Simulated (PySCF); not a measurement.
## TDDFT excited states: C5H3F3S

Compound: C5H3F3S.
Cartesian coordinates in Å at the PBE0-D3(BJ)/def2-SVP level; atoms count from 1:
```xyz
12
C5H3F3S angstrom
C      3.3803    0.9912    0.6924
C      2.4268    0.4185    0.2055
C      1.3340   -0.2781   -0.3706
C      0.0660    0.1697   -0.3154
S     -1.2337   -0.6453   -1.1564
C     -2.6144   -0.1609   -0.0794
F     -2.5056   -0.6579    1.1460
F     -2.7176    1.1600    0.0426
F     -3.7274   -0.6234   -0.6295
H      4.2219    1.5010    1.1247
H      1.5596   -1.2195   -0.8864
H     -0.1882    1.1032    0.1964
```

Method used: PySCF, TDDFT PBE0/def2-SVPD, vertical, gas phase, core orbitals frozen in the response.

```json
{"state": "S1", "λ (nm)": "258.6", "E (eV)": "4.79", "f": "0.364", "|μ| (D)": "4.48", "main configurations (H = HOMO, L = LUMO)": "H→L (82%), H→L+1 (12%)"}
{"state": "S2", "λ (nm)": "242.3", "E (eV)": "5.12", "f": "0.022", "|μ| (D)": "1.06", "main configurations (H = HOMO, L = LUMO)": "H-1→L (88%)"}
{"state": "S3", "λ (nm)": "238.3", "E (eV)": "5.20", "f": "0.074", "|μ| (D)": "1.94", "main configurations (H = HOMO, L = LUMO)": "H→L+1 (78%), H-1→L (10%), H→L (9%)"}
{"state": "S4", "λ (nm)": "205.7", "E (eV)": "6.03", "f": "0.0016", "|μ| (D)": "0.27", "main configurations (H = HOMO, L = LUMO)": "H→L+2 (48%), H-2→L (35%)"}
{"state": "S5", "λ (nm)": "203.4", "E (eV)": "6.10", "f": "0.0023", "|μ| (D)": "0.32", "main configurations (H = HOMO, L = LUMO)": "H-2→L (52%), H→L+2 (35%)"}
{"state": "S6", "λ (nm)": "185.1", "E (eV)": "6.70", "f": "0.017", "|μ| (D)": "0.81", "main configurations (H = HOMO, L = LUMO)": "H→L+3 (89%)"}
```

The lowest singlet lies at 4.79 eV (259 nm, ultraviolet) and is strong; its leading configuration is HOMO→LUMO (82%). The lowest level is also the most intense of those listed (f = 0.364). Löwdin shares by element: HOMO carbon 49% or more, sulfur 28% (atoms not listed hold the other 22%); LUMO carbon 77% or more (atoms not listed hold the other 23%). The oscillator strengths of these states sum to 0.480; summed over the whole spectrum of an exact calculation they would give the number of electrons, 76 (Thomas–Reiche–Kuhn). Orbital energies (eV): HOMO-3 -10.21, HOMO-2 -8.85, HOMO-1 -8.39, HOMO -6.98, LUMO -1.61, LUMO+1 -0.41, LUMO+2 0.64. Weighted by f, the mean energy of these states is 4.95 eV. No computed singlet lies in the visible range (380 to 750 nm); the lowest, at 259 nm, stands 1.53 eV above its violet end (3.26 eV). Singlets were solved by full linear response.

One conformer stands for the species.
